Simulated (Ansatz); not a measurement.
Reaction (atomization): `[CH3][Al-]1([F])[O]C(C(F)(F)F)=CC(C(F)(F)F)=[O+]1` → Al• + 6 C• + 7 F• + 4 H• + 2 O•

Gas-phase electronic energies from Ansatz, PBE0-D4/def2-TZVP geometries. CBS: MP2 limit from def2 TZ/QZ plus the TZ coupled-cluster correction, frozen cores. This one scheme is used for every species, atoms too. For atomizations the MP2-based limit and the directly extrapolated one differ by several kJ/mol either way, and by 10 to 25 for some Ge, Se and Sn compounds, so smaller differences from it don't rank the levels. DFT in def2-TZVPP. No spin–orbit coupling; open shells (•) take unrestricted orbitals. Spin–orbit coupling would lower the free atoms: a little for Al, C, F, O.

| level | ΔE (eV) |
| --- | --- |
| revPBE-D4 | 93.94 |
| r2SCANh-D4 | 93.22 |
| r2SCAN0-D4 | 91.49 |
| SCS-MP2/def2-TZVPP | 92.27 |

(1) What does CCSD(T)/CBS give? (Estimate.)

Largest T1 diagnostic among the species: 0.018.

## Answers

(1) The calculation gave: +93.16 eV. The listed levels differ from it by 0.78, 0.06, -1.67, -0.89 eV.

At CCSD(T), def2-SVP lies −4.11 eV from the extrapolated value and def2-TZVPP −2.59 eV: correlation converges slowly with the basis, and small sets miss more of it in the bonded molecule than in its fragments. From PBE to PBE0 (25 % exact exchange), in def2-TZVPP and without D4, ΔE moves by −3.36 eV: exact exchange takes away binding that semilocal exchange gives to molecules. In def2-TZVPP, CCSD(T) changes the Hartree–Fock value by +25.74 eV (the triples alone add +2.13 eV) and MP2 by +29.96 eV; breaking electron pairs costs correlation energy, which Hartree–Fock lacks.
